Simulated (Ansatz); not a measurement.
Born–Oppenheimer molecular dynamics of a periodic cell of 19 atoms, Lu16HCO (surface Lu(0001), adsorbate HCO). It goes on from the last frame of an earlier run, with new velocities.

Level of theory: DFT PBEsol, scalar-relativistic, plane waves, PAW in Ansatz 0.2.0. Settings: accuracy low, cutoff 420 eV, k mesh 2x2x1, fermi-dirac smearing 0.1 eV, no spin polarisation.

```
ensemble                      : NVE (velocity Verlet)
time step                     : 0.5 fs
steps asked                   : 130
starting velocities drawn for : 1800 K
atoms held                    : 1 to 4
seed                          : 274473
```

Frames 2.5 fs apart, positions in Å, forces in eV/Å.

Velocities at 5.0 fs (Å/ps):

```
Lu 0.00 0.00 0.00
Lu 0.00 0.00 0.00
Lu 0.00 0.00 0.00
Lu 0.00 0.00 0.00
Lu -0.80 -3.61 -1.30
Lu -2.86 -4.12 -4.10
Lu 3.23 -4.38 -1.12
Lu 0.96 0.73 -2.17
Lu -0.45 -2.29 1.18
Lu -1.86 0.12 0.90
Lu -3.64 1.86 -0.09
Lu 0.79 0.87 -0.72
Lu 2.65 -0.66 -5.28
Lu -0.05 1.21 1.80
Lu -9.11 -2.41 -0.80
Lu -2.21 6.99 -2.47
C 4.84 7.95 26.39
H 9.58 -11.20 5.73
O -13.13 6.69 -4.75
```

```xyz
19
Lattice="7.0200 0.0000 0.0000 3.5100 6.0795 0.0000 0.0000 0.0000 21.3450" Properties=species:S:1:pos:R:3:forces:R:3 time_fs=5.0 energy_less_start_eV=-0.052 T=1827
Lu 0.000 2.026 1.000 0.22 0.28 0.44
Lu 3.510 2.026 1.000 0.20 -0.17 0.12
Lu 1.755 5.066 1.000 0.12 0.29 -0.04
Lu 5.265 5.066 1.000 0.10 -0.12 0.48
Lu 0.372 0.213 3.786 -0.37 -0.61 -1.47
Lu 3.730 -0.188 3.742 -1.23 1.36 -1.86
Lu 2.179 3.345 3.542 -0.39 -0.95 0.33
Lu 5.522 3.116 4.016 -0.37 0.09 -1.86
Lu -0.026 1.928 6.147 0.69 1.25 1.80
Lu 3.615 2.003 6.319 -0.61 0.36 0.29
Lu 1.574 5.381 5.967 1.47 -1.36 1.90
Lu 5.151 5.178 6.365 0.04 -0.59 0.29
Lu -0.234 0.210 8.877 0.93 -1.04 0.22
Lu 3.461 -0.151 8.803 -0.26 0.65 0.33
Lu 1.854 3.238 8.859 -0.36 0.08 0.16
Lu 5.325 2.617 9.221 -0.69 0.92 -0.40
C 5.079 0.614 10.418 0.19 -1.13 -1.40
H 4.580 0.666 11.395 0.20 -0.23 0.32
O 5.169 -0.918 9.973 0.13 0.92 0.38
19
Lattice="7.0200 0.0000 0.0000 3.5100 6.0795 0.0000 0.0000 0.0000 21.3450" Properties=species:S:1:pos:R:3:forces:R:3 time_fs=7.5 energy_less_start_eV=-0.004 T=1802
Lu 0.000 2.026 1.000 0.22 0.28 0.44
Lu 3.510 2.026 1.000 0.21 -0.18 0.09
Lu 1.755 5.066 1.000 0.12 0.28 -0.04
Lu 5.265 5.066 1.000 0.09 -0.13 0.47
Lu 0.370 0.204 3.782 -0.38 -0.58 -1.44
Lu 3.723 -0.198 3.731 -1.18 1.35 -1.83
Lu 2.187 3.334 3.539 -0.43 -0.90 0.36
Lu 5.524 3.117 4.010 -0.37 0.04 -1.81
Lu -0.027 1.922 6.151 0.67 1.28 1.74
Lu 3.610 2.003 6.321 -0.60 0.38 0.27
Lu 1.565 5.385 5.967 1.49 -1.38 1.84
Lu 5.153 5.180 6.363 0.04 -0.60 0.28
Lu -0.227 0.208 8.864 0.58 -0.98 0.51
Lu 3.461 -0.147 8.808 -0.27 0.80 0.39
Lu 1.831 3.232 8.857 -0.31 0.15 0.17
Lu 5.319 2.635 9.215 -0.67 0.72 -0.31
C 5.092 0.631 10.479 0.59 -1.07 -2.75
H 4.604 0.632 11.431 -0.20 -0.21 1.15
O 5.136 -0.899 9.961 0.39 0.75 0.47
19
Lattice="7.0200 0.0000 0.0000 3.5100 6.0795 0.0000 0.0000 0.0000 21.3450" Properties=species:S:1:pos:R:3:forces:R:3 time_fs=10.0 energy_less_start_eV=0.012 T=1794
Lu 0.000 2.026 1.000 0.23 0.28 0.44
Lu 3.510 2.026 1.000 0.22 -0.19 0.07
Lu 1.755 5.066 1.000 0.13 0.27 -0.03
Lu 5.265 5.066 1.000 0.08 -0.13 0.46
Lu 0.368 0.194 3.778 -0.40 -0.56 -1.41
Lu 3.715 -0.208 3.720 -1.13 1.35 -1.78
Lu 2.195 3.322 3.536 -0.47 -0.85 0.38
Lu 5.526 3.119 4.004 -0.36 -0.01 -1.75
Lu -0.028 1.917 6.154 0.64 1.30 1.67
Lu 3.605 2.004 6.324 -0.59 0.40 0.25
Lu 1.557 5.389 5.968 1.49 -1.40 1.77
Lu 5.155 5.182 6.362 0.05 -0.62 0.26
Lu -0.220 0.206 8.851 0.36 -0.93 0.72
Lu 3.461 -0.144 8.813 -0.36 0.95 0.41
Lu 1.808 3.226 8.855 -0.25 0.20 0.19
Lu 5.313 2.652 9.208 -0.65 0.52 -0.20
C 5.107 0.642 10.527 -0.09 -1.01 -1.85
H 4.622 0.586 11.524 0.41 -0.10 -0.10
O 5.105 -0.878 9.952 0.69 0.52 0.52
19
Lattice="7.0200 0.0000 0.0000 3.5100 6.0795 0.0000 0.0000 0.0000 21.3450" Properties=species:S:1:pos:R:3:forces:R:3 time_fs=12.5 energy_less_start_eV=0.078 T=1760
Lu 0.000 2.026 1.000 0.23 0.28 0.43
Lu 3.510 2.026 1.000 0.23 -0.21 0.04
Lu 1.755 5.066 1.000 0.14 0.25 -0.03
Lu 5.265 5.066 1.000 0.07 -0.14 0.45
Lu 0.366 0.185 3.773 -0.42 -0.53 -1.37
Lu 3.707 -0.217 3.708 -1.07 1.34 -1.73
Lu 2.203 3.310 3.534 -0.52 -0.79 0.40
Lu 5.528 3.121 3.997 -0.36 -0.06 -1.68
Lu -0.028 1.913 6.159 0.62 1.33 1.59
Lu 3.600 2.005 6.326 -0.59 0.42 0.23
Lu 1.549 5.393 5.969 1.49 -1.41 1.69
Lu 5.157 5.183 6.360 0.06 -0.63 0.24
Lu -0.213 0.204 8.838 0.18 -0.90 0.87
Lu 3.460 -0.140 8.818 -0.51 1.09 0.38
Lu 1.785 3.220 8.853 -0.19 0.25 0.20
Lu 5.307 2.671 9.202 -0.63 0.33 -0.11
C 5.122 0.649 10.566 -0.56 -1.03 -1.11
H 4.662 0.534 11.614 0.80 0.12 -1.08
O 5.077 -0.855 9.945 1.01 0.27 0.59
19
Lattice="7.0200 0.0000 0.0000 3.5100 6.0795 0.0000 0.0000 0.0000 21.3450" Properties=species:S:1:pos:R:3:forces:R:3 time_fs=15.0 energy_less_start_eV=0.088 T=1755
Lu 0.000 2.026 1.000 0.24 0.29 0.43
Lu 3.510 2.026 1.000 0.24 -0.22 0.02
Lu 1.755 5.066 1.000 0.15 0.24 -0.03
Lu 5.265 5.066 1.000 0.07 -0.14 0.44
Lu 0.363 0.175 3.769 -0.43 -0.49 -1.33
Lu 3.698 -0.226 3.696 -1.00 1.33 -1.66
Lu 2.210 3.298 3.532 -0.56 -0.74 0.43
Lu 5.530 3.123 3.989 -0.35 -0.11 -1.61
Lu -0.029 1.909 6.164 0.59 1.35 1.51
Lu 3.595 2.005 6.329 -0.58 0.44 0.21
Lu 1.542 5.396 5.971 1.49 -1.42 1.61
Lu 5.159 5.185 6.359 0.06 -0.65 0.22
Lu -0.206 0.201 8.826 0.03 -0.87 0.99
Lu 3.460 -0.136 8.822 -0.69 1.23 0.31
Lu 1.762 3.215 8.852 -0.13 0.28 0.21
Lu 5.301 2.689 9.196 -0.60 0.15 -0.03
C 5.135 0.650 10.598 -0.36 -0.88 -1.74
H 4.748 0.489 11.646 0.54 0.17 -0.62
O 5.053 -0.831 9.940 1.31 0.03 0.67
19
Lattice="7.0200 0.0000 0.0000 3.5100 6.0795 0.0000 0.0000 0.0000 21.3450" Properties=species:S:1:pos:R:3:forces:R:3 time_fs=17.5 energy_less_start_eV=0.102 T=1748
Lu 0.000 2.026 1.000 0.25 0.29 0.42
Lu 3.510 2.026 1.000 0.25 -0.23 -0.01
Lu 1.755 5.066 1.000 0.16 0.22 -0.03
Lu 5.265 5.066 1.000 0.06 -0.15 0.42
Lu 0.360 0.165 3.763 -0.45 -0.46 -1.28
Lu 3.689 -0.234 3.683 -0.93 1.32 -1.59
Lu 2.217 3.286 3.529 -0.61 -0.68 0.45
Lu 5.532 3.125 3.981 -0.35 -0.16 -1.54
Lu -0.029 1.905 6.169 0.56 1.38 1.41
Lu 3.589 2.006 6.331 -0.57 0.45 0.19
Lu 1.535 5.398 5.973 1.47 -1.42 1.52
Lu 5.161 5.186 6.357 0.07 -0.66 0.20
Lu -0.199 0.198 8.814 -0.08 -0.83 1.07
Lu 3.459 -0.132 8.828 -0.87 1.34 0.23
Lu 1.739 3.209 8.850 -0.07 0.31 0.21
Lu 5.294 2.707 9.189 -0.57 -0.02 0.05
C 5.146 0.648 10.622 0.05 -0.51 -3.22
H 4.864 0.453 11.645 0.06 0.00 0.75
O 5.033 -0.807 9.937 1.58 -0.19 0.75
19
Lattice="7.0200 0.0000 0.0000 3.5100 6.0795 0.0000 0.0000 0.0000 21.3450" Properties=species:S:1:pos:R:3:forces:R:3 time_fs=20.0 energy_less_start_eV=0.078 T=1760
Lu 0.000 2.026 1.000 0.25 0.29 0.42
Lu 3.510 2.026 1.000 0.26 -0.24 -0.03
Lu 1.755 5.066 1.000 0.17 0.21 -0.03
Lu 5.265 5.066 1.000 0.05 -0.15 0.41
Lu 0.358 0.155 3.757 -0.47 -0.42 -1.23
Lu 3.680 -0.242 3.669 -0.86 1.31 -1.51
Lu 2.225 3.274 3.527 -0.66 -0.63 0.47
Lu 5.534 3.127 3.973 -0.34 -0.22 -1.47
Lu -0.029 1.902 6.175 0.52 1.40 1.32
Lu 3.583 2.007 6.334 -0.56 0.46 0.17
Lu 1.529 5.400 5.976 1.45 -1.42 1.43
Lu 5.163 5.187 6.356 0.07 -0.67 0.17
Lu -0.191 0.194 8.802 -0.15 -0.80 1.10
Lu 3.458 -0.127 8.833 -1.03 1.43 0.15
Lu 1.716 3.204 8.848 -0.01 0.32 0.21
Lu 5.288 2.725 9.183 -0.54 -0.17 0.10
C 5.157 0.642 10.630 -0.07 -0.42 -2.92
H 4.988 0.418 11.681 0.11 0.10 0.45
O 5.019 -0.783 9.937 1.79 -0.38 0.81
19
Lattice="7.0200 0.0000 0.0000 3.5100 6.0795 0.0000 0.0000 0.0000 21.3450" Properties=species:S:1:pos:R:3:forces:R:3 time_fs=22.5 energy_less_start_eV=0.045 T=1777
Lu 0.000 2.026 1.000 0.26 0.29 0.41
Lu 3.510 2.026 1.000 0.27 -0.25 -0.06
Lu 1.755 5.066 1.000 0.18 0.19 -0.02
Lu 5.265 5.066 1.000 0.04 -0.16 0.39
Lu 0.355 0.145 3.751 -0.49 -0.39 -1.17
Lu 3.671 -0.249 3.655 -0.78 1.30 -1.42
Lu 2.232 3.261 3.525 -0.71 -0.58 0.49
Lu 5.535 3.128 3.963 -0.33 -0.27 -1.40
Lu -0.028 1.899 6.182 0.49 1.42 1.21
Lu 3.577 2.009 6.337 -0.55 0.48 0.15
Lu 1.523 5.402 5.980 1.43 -1.42 1.34
Lu 5.165 5.188 6.354 0.08 -0.67 0.14
Lu -0.184 0.191 8.791 -0.19 -0.77 1.09
Lu 3.456 -0.121 8.838 -1.14 1.49 0.09
Lu 1.692 3.198 8.847 0.06 0.33 0.21
Lu 5.281 2.743 9.176 -0.50 -0.30 0.14
C 5.168 0.634 10.624 -0.15 -0.57 -1.36
H 5.117 0.391 11.738 0.13 0.45 -1.04
O 5.012 -0.761 9.940 1.91 -0.57 0.83
19
Lattice="7.0200 0.0000 0.0000 3.5100 6.0795 0.0000 0.0000 0.0000 21.3450" Properties=species:S:1:pos:R:3:forces:R:3 time_fs=25.0 energy_less_start_eV=-0.012 T=1806
Lu 0.000 2.026 1.000 0.27 0.29 0.41
Lu 3.510 2.026 1.000 0.29 -0.26 -0.08
Lu 1.755 5.066 1.000 0.19 0.17 -0.02
Lu 5.265 5.066 1.000 0.03 -0.16 0.36
Lu 0.352 0.135 3.744 -0.51 -0.35 -1.11
Lu 3.661 -0.256 3.641 -0.70 1.30 -1.32
Lu 2.238 3.248 3.524 -0.76 -0.52 0.50
Lu 5.537 3.130 3.954 -0.33 -0.32 -1.33
Lu -0.028 1.897 6.189 0.45 1.43 1.10
Lu 3.571 2.010 6.340 -0.54 0.49 0.14
Lu 1.518 5.402 5.984 1.39 -1.41 1.25
Lu 5.167 5.188 6.353 0.09 -0.67 0.11
Lu -0.177 0.187 8.780 -0.23 -0.74 1.06
Lu 3.454 -0.115 8.843 -1.16 1.50 0.06
Lu 1.669 3.193 8.845 0.12 0.35 0.21
Lu 5.274 2.761 9.170 -0.47 -0.42 0.16
C 5.178 0.624 10.610 0.04 -0.39 -0.94
H 5.253 0.389 11.738 -0.10 0.51 -1.32
O 5.013 -0.741 9.947 1.92 -0.78 0.78
19
Lattice="7.0200 0.0000 0.0000 3.5100 6.0795 0.0000 0.0000 0.0000 21.3450" Properties=species:S:1:pos:R:3:forces:R:3 time_fs=27.5 energy_less_start_eV=-0.131 T=1867
Lu 0.000 2.026 1.000 0.27 0.29 0.40
Lu 3.510 2.026 1.000 0.30 -0.27 -0.11
Lu 1.755 5.066 1.000 0.20 0.15 -0.02
Lu 5.265 5.066 1.000 0.02 -0.17 0.34
Lu 0.348 0.124 3.737 -0.52 -0.31 -1.05
Lu 3.651 -0.262 3.626 -0.61 1.29 -1.22
Lu 2.244 3.235 3.522 -0.81 -0.47 0.51
Lu 5.538 3.131 3.944 -0.32 -0.38 -1.26
Lu -0.028 1.895 6.196 0.41 1.44 0.98
Lu 3.565 2.011 6.343 -0.53 0.49 0.12
Lu 1.513 5.403 5.988 1.36 -1.40 1.16
Lu 5.170 5.189 6.352 0.09 -0.68 0.07
Lu -0.170 0.183 8.769 -0.26 -0.70 1.01
Lu 3.452 -0.109 8.848 -1.08 1.48 0.09
Lu 1.646 3.187 8.844 0.19 0.37 0.22
Lu 5.266 2.779 9.164 -0.43 -0.52 0.15
C 5.188 0.612 10.592 0.08 0.17 -1.87
H 5.383 0.416 11.666 -0.15 0.26 -0.16
O 5.020 -0.724 9.956 1.80 -1.07 0.62
19
Lattice="7.0200 0.0000 0.0000 3.5100 6.0795 0.0000 0.0000 0.0000 21.3450" Properties=species:S:1:pos:R:3:forces:R:3 time_fs=30.0 energy_less_start_eV=-0.206 T=1906
Lu 0.000 2.026 1.000 0.28 0.29 0.39
Lu 3.510 2.026 1.000 0.31 -0.28 -0.13
Lu 1.755 5.066 1.000 0.22 0.14 -0.02
Lu 5.265 5.066 1.000 0.00 -0.17 0.31
Lu 0.345 0.114 3.730 -0.54 -0.27 -0.99
Lu 3.641 -0.268 3.610 -0.52 1.28 -1.11
Lu 2.251 3.222 3.521 -0.85 -0.42 0.52
Lu 5.539 3.132 3.933 -0.31 -0.43 -1.19
Lu -0.027 1.894 6.204 0.37 1.45 0.86
Lu 3.558 2.013 6.345 -0.53 0.50 0.11
Lu 1.508 5.403 5.993 1.31 -1.38 1.08
Lu 5.172 5.189 6.351 0.10 -0.68 0.04
Lu -0.163 0.178 8.759 -0.27 -0.66 0.93
Lu 3.450 -0.102 8.854 -0.92 1.44 0.17
Lu 1.623 3.182 8.842 0.26 0.41 0.23
Lu 5.259 2.797 9.157 -0.39 -0.61 0.13
C 5.198 0.600 10.564 -0.10 0.77 -2.62
H 5.506 0.459 11.586 0.02 0.08 0.93
O 5.034 -0.711 9.967 1.57 -1.45 0.37
19
Lattice="7.0200 0.0000 0.0000 3.5100 6.0795 0.0000 0.0000 0.0000 21.3450" Properties=species:S:1:pos:R:3:forces:R:3 time_fs=32.5 energy_less_start_eV=-0.305 T=1957
Lu 0.000 2.026 1.000 0.28 0.29 0.38
Lu 3.510 2.026 1.000 0.32 -0.29 -0.16
Lu 1.755 5.066 1.000 0.23 0.12 -0.03
Lu 5.265 5.066 1.000 -0.01 -0.18 0.28
Lu 0.341 0.103 3.722 -0.56 -0.23 -0.92
Lu 3.630 -0.274 3.595 -0.44 1.27 -1.00
Lu 2.256 3.208 3.520 -0.90 -0.37 0.53
Lu 5.541 3.134 3.922 -0.31 -0.48 -1.12
Lu -0.026 1.893 6.211 0.32 1.45 0.74
Lu 3.552 2.015 6.348 -0.52 0.51 0.09
Lu 1.505 5.403 5.998 1.27 -1.37 0.99
Lu 5.174 5.188 6.350 0.12 -0.67 0.00
Lu -0.157 0.174 8.749 -0.26 -0.64 0.83
Lu 3.447 -0.094 8.859 -0.72 1.37 0.26
Lu 1.600 3.177 8.841 0.33 0.45 0.24
Lu 5.252 2.815 9.151 -0.36 -0.70 0.11
C 5.208 0.593 10.524 0.28 1.17 -1.28
H 5.628 0.508 11.549 -0.36 0.17 -0.01
O 5.054 -0.704 9.980 1.27 -1.87 0.06
```

Of the whole run (65 fs, mean temperature of the second half 2081 K): The conserved energy stayed within 0.025 meV per atom of its start (net change 0.024 meV per atom), so the integration is sound. A run of 0.065 ps of so small a system gives no equilibrium averages. Limits of this set-up: coarse k mesh, slab without dipole correction, odd electron count without spin, low accuracy level.

The run took 36 min on 4 threads of Arm Neoverse V1, on a shared host, peak memory 4.1 GiB.
